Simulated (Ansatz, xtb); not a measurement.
# C4H7FO3S: which of two isomers lies lower

Structure a: `C[C@@H]1O[S@](=O)O[C@@]1(C)F`, a singlet. Structure b: `C[C@@H]1O[S@@](=O)O[C@]1(C)F`, a singlet. Both are isolated molecules in the gas phase, relaxed with PBE-D3(BJ)/def2-SVP; the shapes shown needn't be the lowest conformers.

a (Å):

```xyz
16

C     0.4864   -1.0079   -0.0978
C    -0.3191    0.2688    0.0980
C    -1.8248    0.0686    0.3968
C    -2.5439   -1.0330   -0.3566
F    -2.4625    1.2778    0.1082
O     0.1555    1.0241    1.2331
O     0.1217   -0.6515    3.2534
O    -1.9243   -0.1712    1.7753
S    -0.5882    0.5102    2.6757
H     1.5625   -0.7550   -0.1478
H     0.3351   -1.7007    0.7526
H     0.2051   -1.5184   -1.0398
H    -0.2295    0.9521   -0.7705
H    -2.1156   -2.0224   -0.1153
H    -2.4741   -0.8525   -1.4464
H    -3.6097   -1.0214   -0.0614
```

b (Å):

```xyz
16

C     0.3901   -0.0385   -0.9535
C    -0.1848   -0.3343    0.4148
C    -1.6545   -0.8188    0.4245
C    -2.7043    0.2727    0.3447
F    -1.8406   -1.6855   -0.6551
O     0.5501   -1.4320    0.9973
O    -0.1202   -1.2478    3.5116
O    -1.8240   -1.5486    1.6098
S    -0.3092   -2.0833    2.3072
H     1.4566    0.2422   -0.8677
H     0.2956   -0.9293   -1.6014
H    -0.1550    0.8050   -1.4217
H    -0.1102    0.5517    1.0858
H    -3.7071   -0.1931    0.3648
H    -2.6106    0.9614    1.2047
H    -2.5941    0.8395   -0.5997
```

Quicker runs give these differences E(b) − E(a): GFN2-xTB +0.45 kcal/mol; HF/STO-3G +1.13 kcal/mol (at GFN2-xTB geometries); r2SCAN-D4/def2-SVP +2.75 kcal/mol (at GFN2-xTB geometries).

Estimate E(b) − E(a) at the level CCSD(T)/def2-SVP + ΔMP2/def2-TZVPP.

Too close to call at this level: CCSD(T)/def2-SVP + ΔMP2/def2-TZVPP gives E(b) − E(a) = −0.91 kcal/mol.

The same difference at several levels:

| level | geometry | E(b) − E(a) (kcal/mol) | departure from the last row (kcal/mol) | job, with rough time for the two |
| --- | --- | --- | --- | --- |
| GFN2-xTB | GFN2-xTB | +0.45 | +1.36 | optimisation, 0.4 s |
| HF/STO-3G | GFN2-xTB | +1.13 | +2.04 | single point, 0.58 s |
| r2SCAN-D4/def2-SVP | GFN2-xTB | +2.75 | +3.66 | single point, 5.2 s |
| PBE-D3(BJ)/def2-SVP | PBE-D3(BJ)/def2-SVP | −0.42 | +0.50 | optimisation, 43 s |
| HF/def2-SVP | PBE-D3(BJ)/def2-SVP | −1.66 | −0.75 | part of the CCSD(T) run |
| MP2/def2-SVP | PBE-D3(BJ)/def2-SVP | −0.72 | +0.19 | part of the CCSD(T) run |
| CCSD(T)/def2-SVP | PBE-D3(BJ)/def2-SVP | −0.71 | +0.20 | single point |
| CCSD(T)/def2-SVP + ΔMP2/def2-TZVPP | PBE-D3(BJ)/def2-SVP | −0.91 |  | single point, 3.3 min |

As drawn, both hold the same kinds of bond in the same numbers.

The largest departure from CCSD(T)/def2-SVP + ΔMP2/def2-TZVPP is that of r2SCAN-D4/def2-SVP, 3.66 kcal/mol. The last row adds to CCSD(T) the change of the MP2 difference between the two basis sets, here −0.20 kcal/mol.

With thermal terms from frequencies at re-optimised GFN2-xTB minima (ideal gas, soft modes damped towards free rotors, one conformer each, 298.15 K, 1 atm): on the last row, ΔE + ΔZPE = −0.95, ΔH = −0.87, ΔG = −1.18 kcal/mol.

The correlated steps freeze 13 core orbitals. Run with Ansatz 0.2.0, xtb 6.7.1; the last row on 4 threads of Arm Neoverse V1 on a shared host.
